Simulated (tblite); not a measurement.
C4H9BF2O.
Atom-mapped SMILES: `[CH3:1][O:2][CH2:3][C@@H:4]([CH3:5])[B:6]([F:7])[F:8]` (hydrogens: H9, H10, H11 on C1; H12, H13 on C3; H14 on C4; H15, H16, H17 on C5)

Computed with GFN2-xTB (tblite), gas phase: L-BFGS steps from a force-field or distance-geometry start until the largest atomic force falls under 0.01 eV/Å.

Step 29: E = -762.0309 eV
```
atom  x, y, z in Å  |  force x, y, z in eV/Å
C1      2.4966    0.0253    0.3232   -0.033   0.027   0.013
O2      1.1056    0.0881    0.4862   -0.044   0.014   0.015
C3      0.4072    0.0667   -0.7340   -0.001  -0.027  -0.003
C4     -1.1065    0.0674   -0.4424    0.048   0.000  -0.039
C5     -1.5163   -1.2165    0.2928    0.013   0.026  -0.051
B6     -1.4919    1.3721    0.3825   -0.095   0.037   0.025
F7     -1.3979    1.5004    1.6854   -0.009  -0.028  -0.072
F8     -1.9854    2.4371   -0.2225    0.042   0.073   0.034
H9      2.7839   -0.8838   -0.2197    0.067  -0.001   0.029
H10     2.8721    0.8983   -0.2232    0.024   0.017  -0.049
H11     2.9231    0.0181    1.3232    0.030  -0.047   0.001
H12     0.6817   -0.8344   -1.3084   -0.040   0.001   0.026
H13     0.6774    0.9485   -1.3414   -0.037  -0.041   0.026
H14    -1.6040    0.0980   -1.4175   -0.007  -0.016   0.003
H15    -1.2049   -2.0942   -0.2710    0.030   0.030   0.035
H16    -1.0489   -1.2322    1.2749   -0.059  -0.057  -0.073
H17    -2.5991   -1.2468    0.4019    0.069  -0.008   0.080
```

Step 30: E = -762.0330 eV
```
atom  x, y, z in Å  |  force x, y, z in eV/Å
C1      2.4952    0.0274    0.3241   -0.050   0.036   0.006
O2      1.1033    0.0948    0.4853   -0.027  -0.007   0.060
C3      0.4046    0.0680   -0.7344    0.050  -0.023   0.018
C4     -1.1083    0.0640   -0.4415    0.063   0.029  -0.051
C5     -1.5147   -1.2205    0.2934    0.003   0.034  -0.052
B6     -1.4905    1.3719    0.3798   -0.102   0.037   0.024
F7     -1.4161    1.4924    1.6842   -0.009  -0.019  -0.043
F8     -1.9584    2.4476   -0.2274    0.053   0.047   0.032
H9      2.7804   -0.8851   -0.2170    0.060   0.035   0.055
H10     2.8679    0.8995   -0.2275    0.046  -0.014  -0.021
H11     2.9205    0.0225    1.3264    0.015  -0.040  -0.060
H12     0.6871   -0.8310   -1.3062   -0.060  -0.034   0.008
H13     0.6742    0.9488   -1.3418   -0.050  -0.012   0.003
H14    -1.6038    0.0971   -1.4166   -0.033  -0.035  -0.016
H15    -1.2202   -2.0979   -0.2797    0.038   0.030   0.035
H16    -1.0328   -1.2447    1.2682   -0.052  -0.051  -0.073
H17    -2.5954   -1.2428    0.4209    0.056  -0.012   0.074
```

Step 31: E = -762.0357 eV
```
atom  x, y, z in Å  |  force x, y, z in eV/Å
C1      2.4923    0.0312    0.3254   -0.048   0.034  -0.003
O2      1.0999    0.1039    0.4849    0.005  -0.032   0.089
C3      0.4019    0.0694   -0.7350    0.084  -0.011   0.040
C4     -1.1096    0.0598   -0.4409    0.042   0.057  -0.050
C5     -1.5127   -1.2254    0.2931   -0.010   0.028  -0.033
B6     -1.4900    1.3714    0.3767   -0.084   0.042   0.015
F7     -1.4415    1.4818    1.6826   -0.019  -0.008  -0.017
F8     -1.9198    2.4618   -0.2341    0.062   0.005   0.042
H9      2.7767   -0.8857   -0.2117    0.040   0.071   0.074
H10     2.8644    0.9006   -0.2334    0.057  -0.048   0.017
H11     2.9171    0.0280    1.3296    0.000  -0.020  -0.111
H12     0.6933   -0.8269   -1.3041   -0.075  -0.074  -0.006
H13     0.6682    0.9496   -1.3424   -0.050   0.025  -0.025
H14    -1.6047    0.0948   -1.4151   -0.054  -0.050  -0.046
H15    -1.2411   -2.1027   -0.2912    0.040   0.034   0.028
H16    -1.0119   -1.2629    1.2574   -0.031  -0.036  -0.062
H17    -2.5895   -1.2367    0.4483    0.040  -0.017   0.051
```

Step 32: E = -762.0389 eV
```
atom  x, y, z in Å  |  force x, y, z in eV/Å
C1      2.4876    0.0365    0.3269   -0.020   0.021  -0.011
O2      1.0954    0.1144    0.4861    0.035  -0.052   0.082
C3      0.3999    0.0709   -0.7348    0.079   0.006   0.048
C4     -1.1104    0.0558   -0.4411   -0.011   0.065  -0.039
C5     -1.5103   -1.2304    0.2918   -0.023   0.018   0.002
B6     -1.4909    1.3711    0.3729   -0.033   0.042   0.006
F7     -1.4735    1.4690    1.6802   -0.038   0.006   0.000
F8     -1.8706    2.4789   -0.2410    0.061  -0.040   0.054
H9      2.7724   -0.8849   -0.2038    0.012   0.086   0.074
H10     2.8611    0.9010   -0.2404    0.056  -0.066   0.053
H11     2.9129    0.0345    1.3312   -0.002   0.010  -0.124
H12     0.6997   -0.8233   -1.3015   -0.084  -0.100  -0.008
H13     0.6603    0.9506   -1.3433   -0.034   0.054  -0.046
H14    -1.6066    0.0907   -1.4140   -0.062  -0.057  -0.073
H15    -1.2662   -2.1074   -0.3047    0.034   0.039   0.011
H16    -0.9867   -1.2858    1.2423    0.005  -0.013  -0.040
H17    -2.5812   -1.2296    0.4833    0.025  -0.018   0.010
```

**Question.** Estimate the geometry and energy of step 33. (The exact step hangs on the optimiser's Hessian estimate; all steps are aligned on step 32, rigid shifts and turns removed.)

**Answer.** E = -762.0418 eV, largest force 0.126 eV/Å
```
atom  x, y, z in Å  |  force x, y, z in eV/Å
C1      2.4825    0.0419    0.3280    0.018   0.002  -0.010
O2      1.0915    0.1224    0.4888    0.042  -0.055   0.035
C3      0.3994    0.0721   -0.7337    0.028   0.018   0.029
C4     -1.1111    0.0536   -0.4421   -0.065   0.039  -0.023
C5     -1.5085   -1.2341    0.2903   -0.019   0.009   0.029
B6     -1.4924    1.3712    0.3695    0.028   0.021   0.006
F7     -1.5031    1.4582    1.6776   -0.057   0.015   0.010
F8     -1.8252    2.4933   -0.2451    0.045  -0.052   0.052
H9      2.7684   -0.8826   -0.1955   -0.006   0.060   0.046
H10     2.8591    0.9003   -0.2460    0.047  -0.050   0.065
H11     2.9093    0.0405    1.3302    0.015   0.039  -0.077
H12     0.7038   -0.8219   -1.2989   -0.087  -0.091   0.009
H13     0.6529    0.9520   -1.3446   -0.009   0.054  -0.042
H14    -1.6089    0.0857   -1.4143   -0.050  -0.050  -0.079
H15    -1.2878   -2.1101   -0.3162    0.022   0.041  -0.009
H16    -0.9643   -1.3061    1.2271    0.040   0.012  -0.013
H17    -2.5726   -1.2242    0.5150    0.008  -0.013  -0.030
```

The energy changes by -0.0029 eV. The first-order estimate −F·Δx gives -0.0041 eV and the mean of the old and new forces, exact on a quadratic surface, -0.0029 eV. The step makes an angle of 82° with the force vector and moves no atom by more than 0.048 Å.

What follows is the cost of the whole relaxation. Time: 0.45 s. Hardware: one thread, Arm Neoverse V1 (aarch64), no GPU, shared host with 32 logical CPUs at a one-minute load of 10.
